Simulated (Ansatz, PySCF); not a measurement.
C3H6N2Si, SMILES N#CC/C=N/[SiH3]. Atoms are numbered in the order given.

```xyz
12

N     -3.3453     0.8864    -0.6619
C     -2.5224     0.3912    -0.0074
C     -1.4580    -0.2300     0.7812
C     -0.1536    -0.3595     0.0043
N      0.9558    -0.0785     0.5442
Si     2.5381    -0.2233    -0.2208
H     -1.2690     0.3461     1.6990
H     -1.7927    -1.2405     1.0791
H     -0.2707    -0.7311    -1.0368
H      3.1695     1.1197    -0.2000
H      2.4553    -0.7221    -1.6276
H      3.3424    -1.1663     0.5967
```

Coordinates come from a TPSSh-D3(BJ)/def2-SVP optimisation. The structure was generated by enumeration; whether it is a known compound was not checked. The values are those of a single conformer.

Two levels are set side by side: PBE-D3(BJ)/def2-SVP (Ansatz, a quantum-chemistry and plane-wave program) and TPSSh-D3(BJ)/def2-SVP (PySCF). Each level has its own optimised geometry; the coordinates shown are those of the second. Frequencies come from the Hessian of PySCF at each geometry. Differences are taken from unrounded values.

```json
[
 {"quantity": "mean bond length (Å)", "TPSSh-D3(BJ)": "1.360"},
 {"quantity": "bond N1–C2 (Å)", "TPSSh-D3(BJ)": "1.162"},
 {"quantity": "bond C2–C3 (Å)", "TPSSh-D3(BJ)": "1.463"},
 {"quantity": "bond C3–C4 (Å)", "TPSSh-D3(BJ)": "1.524"},
 {"quantity": "bond C4–N5 (Å)", "TPSSh-D3(BJ)": "1.265"},
 {"quantity": "bond N5–Si6 (Å)", "TPSSh-D3(BJ)": "1.763"},
 {"quantity": "bond C3–H7 (Å)", "TPSSh-D3(BJ)": "1.100"},
 {"quantity": "bond C3–H8 (Å)", "TPSSh-D3(BJ)": "1.105"},
 {"quantity": "bond C4–H9 (Å)", "TPSSh-D3(BJ)": "1.112"},
 {"quantity": "bond Si6–H10 (Å)", "TPSSh-D3(BJ)": "1.484"},
 {"quantity": "bond Si6–H11 (Å)", "TPSSh-D3(BJ)": "1.495"},
 {"quantity": "bond Si6–H12 (Å)", "TPSSh-D3(BJ)": "1.485"},
 {"quantity": "highest harmonic wavenumber (cm⁻¹)", "TPSSh-D3(BJ)": "3120"},
 {"quantity": "mean harmonic wavenumber (cm⁻¹)", "TPSSh-D3(BJ)": "1207"},
 {"quantity": "zero-point energy (kcal/mol)", "TPSSh-D3(BJ)": "51.76"}
]
```

Q: What does PBE-D3(BJ) give, and how far is it from TPSSh-D3(BJ)? (Estimate from the structure and the level; the computed values follow.)

A: 
| quantity | PBE-D3(BJ) | PBE-D3(BJ) minus TPSSh-D3(BJ) |
|---|---|---|
| mean bond length (Å) | 1.369 | 0.009 |
| bond N1–C2 (Å) | 1.171 | 0.009 |
| bond C2–C3 (Å) | 1.461 | -0.002 |
| bond C3–C4 (Å) | 1.526 | 0.002 |
| bond C4–N5 (Å) | 1.271 | 0.006 |
| bond N5–Si6 (Å) | 1.772 | 0.008 |
| bond C3–H7 (Å) | 1.109 | 0.009 |
| bond C3–H8 (Å) | 1.114 | 0.009 |
| bond C4–H9 (Å) | 1.122 | 0.010 |
| bond Si6–H10 (Å) | 1.500 | 0.016 |
| bond Si6–H11 (Å) | 1.512 | 0.017 |
| bond Si6–H12 (Å) | 1.501 | 0.016 |
| highest harmonic wavenumber (cm⁻¹) | 3047 | -73 |
| mean harmonic wavenumber (cm⁻¹) | 1167 | -40 |
| zero-point energy (kcal/mol) | 50.03 | -1.72 |

Exact exchange shortens and stiffens bonds; PBE has none. Differences between two approximate levels are no errors against the true value.
